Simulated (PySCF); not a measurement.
## Fractional electron number in Mo (molybdenum, neutral)

The 5s alpha orbital of [Kr] 4d5 5s1 is emptied in steps (occupation f), with all orbitals relaxed, ending at [Kr] 4d5. Calculation: PySCF 2.14, in def2-TZVP with the def2 core potential (28 electrons) (6s4p3d1f, 40 functions); a scalar-relativistic core potential. The exact energy is a straight line in f; departures are measured from the line between the end points of the same method.

```csv
f,UHF (eV),LDA (eV),PBE (eV)
1,0.000,0.000,0.000
0.75,0.039,-0.556,-0.547
0.5,0.050,-0.746,-0.736
0.25,0.037,-0.562,-0.556
0,0.000,0.000,0.000
```

```tsv
method	E(f=0) − E(f=1) (eV)	−ε at f=1 (eV)	−ε at f=0.5 (eV)
UHF	6.269	6.483	6.263
LDA	7.782	4.835	7.768
PBE	7.513	4.616	7.490
```

Orbital energy along the path (eV):

```csv
f,UHF,LDA,PBE
1,-6.483,-4.835,-4.616
0.75,-6.368,-6.285,-6.036
0.5,-6.263,-7.768,-7.490
0.25,-6.168,-9.273,-8.978
0,-6.080,-10.786,-10.501
```

Reference removal energy between the ground levels: 7.092 eV (measured; NIST Atomic Spectra Database, ionization energies). UHF lacks correlation.
